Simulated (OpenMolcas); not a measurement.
**Te II: effect of the level shift or regulariser**

| Property | Result |
| --- | --- |
| Program | OpenMolcas 26.06 |
| Basis | ANO-RCC-VQZP [8s7p5d3f2g] |
| Scalar Hamiltonian | DKH2, point nucleus |
| Active space | 3 electrons in 3 orbitals (5p) |
| State averaging | 2S+1 = 4 odd, 1 root; 2S+1 = 2 odd, 8 roots |
| Spin-orbit coupling | RASSI with atomic mean-field integrals over the reference wave functions, term energies averaged over their components |

Methods on the same reference wave functions:
A. CASSCF
B. SS-CASPT2, IPEA 0.25 Eh, imaginary shift 0.1 Eh (closed shells correlated: 4d 5s)
C. SS-CASPT2, IPEA 0.25 Eh, real shift 0.2 Eh (closed shells correlated: 4d 5s)

Energies in cm⁻¹ above 5s² 5p³ ⁴S°_3/2, the measured ground level; measured values from NIST Handbook of Basic Atomic Spectroscopic Data.

| Level | A | B | C | Measured |
| --- | --- | --- | --- | --- |
| 5s² 5p³ ⁴S°_3/2 | 0.0 | 0.0 | 0.0 | 0.0 |
| 5s² 5p³ ²D°_3/2 | 14465 | 10900 | 10960 | 10222 |
| 5s² 5p³ ²D°_5/2 | 16163 | 12710 | 12780 | 12422 |
| 5s² 5p³ ²P°_1/2 | 26339 | 21430 | 21510 | 20547 |
| 5s² 5p³ ²P°_3/2 | 28755 | 24150 | 24230 | 24032 |

Deviations, from unrounded energies. A percentage is the sum of absolute deviations over the sum of measured energies, with the sign that they share, or ± where signs differ.

| Against measurement | Levels | A | B | C |
| --- | --- | --- | --- | --- |
| mean absolute deviation (cm-1) | 4 | 4600 | 490 | 560 |
| other terms of the ground configuration (%) | 4 | +27.5 | +2.9 | +3.4 |

B lies closest to measurement on these levels and A furthest from it. The largest miss of B in the table is 5s² 5p³ ²P°_1/2, by +880 cm-1. The ranking rests on the paired levels alone, and a cruder setting can come out closer through cancelling errors.

Between B and C the level of the table that moves most is 5s² 5p³ ²P°_1/2, by 80 cm-1 (lowest in B, highest in C). Moves below CASPT2's spread within the term are not significant.

The mean deviations of B to C differ by less than CASPT2's widest spread within a term (100 cm-1), so their order carries little weight.

From A to B the spin-free energies of the other terms of 5s² 5p³ shown, above ⁴S°, scale by factors of 0.76 to 0.80.

The lowest spin-free term lies below A's lowest term by 0.552 hartree in B, 0.551 hartree in C.

CASPT2 breaks the degeneracy within a term, and the mean is taken; among the terms shown or strongly mixed into the levels shown the widest spread is 100 cm-1 (5s² 5p³ ²D°, B). With the s shell closed, the reference lacks s² → p² mixing. Measured partners are found by configuration, term and J. A level has none where our copy of the source lacks it or the pairing is in doubt (some pairs that miss far off the trend of their configuration count as doubtful), and it then counts in no deviation. Only configurations of the active space appear.

° marks odd parity.
